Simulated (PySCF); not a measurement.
Si(F)(OH)2(SeH) (FH3O2SeSi), SMILES [Si](O)([SeH])(O)F. Atoms are numbered in the order given.

```xyz
8

O     -1.6042    -1.2071     0.6087
Si    -0.8333     0.0711    -0.0716
O     -1.4681     1.4246     0.6251
F     -1.1019     0.1278    -1.6714
Se     1.4142    -0.1503     0.1786
H     -2.4932    -1.0335     0.9449
H     -1.0461     2.2701     0.4319
H      1.6186    -0.0124    -1.2753
```

Coordinates come from a B3LYP-D3(BJ)/def2-SVP optimisation. This is a generated structure with no PubChem entry under its InChIKey; it may be hypothetical. One conformer was computed; it need not be the lowest.

Two levels are set side by side: PBE/pcSseg-1 (PySCF) and B3LYP/pcSseg-1 (PySCF). GIAO shifts against CFCl3 (¹⁹F), H2O (¹⁷O), Me2Se (⁷⁷Se), TMS (²⁹Si), TMS (¹H) at the same level; non-relativistic, no solvent, atoms listed together averaged. Differences are taken from unrounded values.

| quantity | PBE |
|---|---|
| δ(²⁹Si) of Si2 (ppm) | -26.5 |
| δ(¹⁹F) of F4 (ppm) | -117.3 |
| δ(⁷⁷Se) of Se5 (ppm) | -465.1 |
| δ(¹H) of H8 (ppm) | 1.20 |

These are the PBE values. What does B3LYP give? (The exact figures need the calculation; the answer reports its results.)


```tsv
quantity	B3LYP	PBE minus B3LYP
δ(²⁹Si) of Si2 (ppm)	-30.4	4.0
δ(¹⁹F) of F4 (ppm)	-109.8	-7.5
δ(⁷⁷Se) of Se5 (ppm)	-455.8	-9.3
δ(¹H) of H8 (ppm)	1.15	0.05
```

Rough cost on one machine, each run with all the roots and properties that it gave: B3LYP against PBE within a factor of 2.
